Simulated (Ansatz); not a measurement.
A nudged elastic band was laid between two geometries of BCl2HO + H2 (7 atoms, charge 0, multiplicity 1).

Computed with RKS PBE/def2-SVP (Ansatz).

```json
{
 "movable images": "7",
 "climbing image": "yes",
 "spring": "5.0 eV/Å²",
 "optimiser": "fire",
 "start path": "through a guess of the saddle point",
 "force threshold": "0.05 eV/Å",
 "iteration limit": "60",
 "end points": "relaxed"
}
```

Image 0:

```xyz
7
Properties=species:S:1:pos:R:3
B -0.080 -0.786 -0.166
O 0.059 -0.165 1.029
H -0.798 0.114 1.403
Cl 1.364 -1.369 -0.983
Cl -1.677 -1.026 -0.903
H 0.305 3.081 1.814
H 0.495 2.370 1.591
```

Image 8:

```xyz
7
Properties=species:S:1:pos:R:3
B 0.152 0.395 -0.089
O 0.103 0.244 1.601
H -0.716 -0.293 1.732
Cl 1.431 -0.755 -0.634
Cl -1.579 -0.088 -0.525
H 0.392 1.578 -0.242
H -0.114 1.138 1.944
```

(1) Which bonds break or form, and what moves?

(2) Give the energies along the band, and the barrier.

Results:

(1) Bonds broken: H6–H7. Bonds formed: B1–H6, O2–H7. BCl2HO + H2 becomes BCl2H3O.

(2) The run ended unconverged. The highest image is number 5 of 0 to 8, 162.9 kJ/mol above the first end and 87.5 kJ/mol above the last; the last end lies 75.4 kJ/mol above the first. The band didn't meet its force threshold, so its energies are provisional: the largest band force was still 0.22 eV/Å, and over the last iterations the top stayed at 1.69 eV. The orbitals stay closed-shell, which can raise the energy where a bond breaks towards radicals; this wasn't checked here.

| image | path coordinate (Å) | energy (kJ/mol) | H6–H7 (Å) | B1–H6 (Å) | O2–H7 (Å) |
| --- | --- | --- | --- | --- | --- |
| 0 | 0.00 | 0.0 | 0.77 | 4.36 | 2.63 |
| 1 | 0.76 | 1.1 | 0.77 | 3.84 | 2.42 |
| 2 | 1.52 | 2.7 | 0.77 | 3.37 | 2.45 |
| 3 | 2.29 | 5.7 | 0.77 | 2.82 | 2.52 |
| 4 | 3.06 | 41.7 | 0.77 | 2.09 | 2.01 |
| 5 | 3.83 | 162.9 | 1.05 | 1.37 | 1.29 |
| 6 | 4.29 | 107.9 | 1.54 | 1.25 | 1.01 |
| 7 | 4.74 | 78.3 | 2.08 | 1.22 | 0.98 |
| 8 | 5.19 | 75.4 | 2.29 | 1.22 | 0.98 |

Run time: 5.6 min on 2 threads of Arm Neoverse V2, on a shared host, peak memory 0.11 GiB.
